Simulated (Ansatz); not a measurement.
```yaml
crystal:
  periodic: [false, false, false]
  atoms:
    - {symbol: F, position_ang: [-0.302017, -0.235305, 2.197238]}
    - {symbol: C, position_ang: [0.102759, 0.820832, 1.459855]}
    - {symbol: F, position_ang: [-0.246333, 1.947254, 2.096933]}
    - {symbol: C, position_ang: [-0.617961, 0.784032, 0.102659]}
    - {symbol: F, position_ang: [-0.113375, 1.774223, -0.656743]}
    - {symbol: F, position_ang: [-1.923533, 1.040375, 0.306681]}
    - {symbol: C, position_ang: [-0.546803, -0.555341, -0.641679]}
    - {symbol: F, position_ang: [-1.263869, -0.433646, -1.790960]}
    - {symbol: C, position_ang: [0.854968, -1.036485, -1.018067]}
    - {symbol: F, position_ang: [1.497341, -0.180632, -1.801017]}
    - {symbol: F, position_ang: [0.768301, -2.199657, -1.654428]}
    - {symbol: F, position_ang: [1.588276, -1.224322, 0.087401]}
    - {symbol: H, position_ang: [1.188722, 0.792355, 1.348020]}
    - {symbol: H, position_ang: [-0.999176, -1.322784, -0.007193]}
basis:
  gaussian: {orbitals: cc-pVDZ, fitting: {mean_field: def2-universal-jkfit}}
magnetization: {spin_polarized: true, initial_magnetization: 8}
hamiltonian: {xc: {name: PBEsol}}
output: {forces: true}
```

```sh
$ ansatz run in.yaml --threads 4 --pin off --events-out ev --progress --plain --max-ram 46080MiB --backend cpu
```

It prints (some lines left out):

```
Functional definition: PBEsol
952 factors; integrals over basis functions are off by at most 2.2e-1 eV
mean field evaluation 1: about -25761.3101 eV, gradient 4.6e1 eV
mean field evaluation 2: about -25645.9634 eV, gradient 1.5e2 eV
mean field evaluation 4: about -25735.9999 eV, gradient 7.4e1 eV
mean field evaluation 8: about -25773.8492 eV, gradient 7.5e-1 eV
mean field evaluation 16: about -25771.5238 eV, gradient 1.8e1 eV
mean field evaluation 32: about -25769.8429 eV, gradient 2.0e1 eV
mean field evaluation 64: about -25773.5008 eV, gradient 4.9e0 eV
mean field evaluation 96: about -25773.7737 eV, gradient 2.2e0 eV
mean field -25773.85477345 eV, -947.1716927781 hartree, gradient 1.6e-5 eV, S^2 20.003628; 10 other end points of the search recorded, 0 dependent functions left out
reference -25773.85480236 eV, -947.1716938406 hartree; 53, 45 occupied and 125, 133 virtual orbitals, 952 factors
Total energy: -25773.85480236 eV, -947.1716938406 hartree
Atom 0 at    -0.302017    -0.235305     2.197238 Å, force    -1.242304    -5.117348     4.506490 eV/Å
Atom 1 at     0.102759     0.820832     1.459855 Å, force    -4.551670     1.397774    -7.709982 eV/Å
Atom 2 at    -0.246333     1.947254     2.096933 Å, force     0.413152     3.660702     3.174342 eV/Å
Atom 3 at    -0.617961     0.784032     0.102659 Å, force     3.660492    -4.690776     5.376171 eV/Å
Atom 4 at    -0.113375     1.774223    -0.656743 Å, force     1.862662     4.213131    -3.855808 eV/Å
Atom 5 at    -1.923533     1.040375     0.306681 Å, force    -6.315471     1.685370     0.128524 eV/Å
Atom 6 at    -0.546803    -0.555341    -0.641679 Å, force     7.930278     4.633561    -0.821197 eV/Å
Atom 7 at    -1.263869    -0.433646    -1.790960 Å, force    -4.366524     0.014682    -5.429119 eV/Å
Atom 8 at     0.854968    -1.036485    -1.018067 Å, force    -3.534363     1.350245    -0.356434 eV/Å
Atom 9 at     1.497341    -0.180632    -1.801017 Å, force     1.797757     1.960026    -1.794280 eV/Å
Atom 10 at     0.768301    -2.199657    -1.654428 Å, force     0.478130    -2.960488    -0.661961 eV/Å
Atom 11 at     1.588276    -1.224322     0.087401 Å, force     2.052420    -1.041281     2.619268 eV/Å
Atom 12 at     1.188722     0.792355     1.348020 Å, force     5.503320     0.361396     0.708343 eV/Å
Atom 13 at    -0.999176    -1.322784    -0.007193 Å, force    -3.687878    -5.466995     4.115644 eV/Å
Dipole moment:     0.087117     0.294753    -0.339007 e Å
```

In this input the spin is set far too high for this molecule. The run converged. The result belongs to that input, not to the molecule as meant.
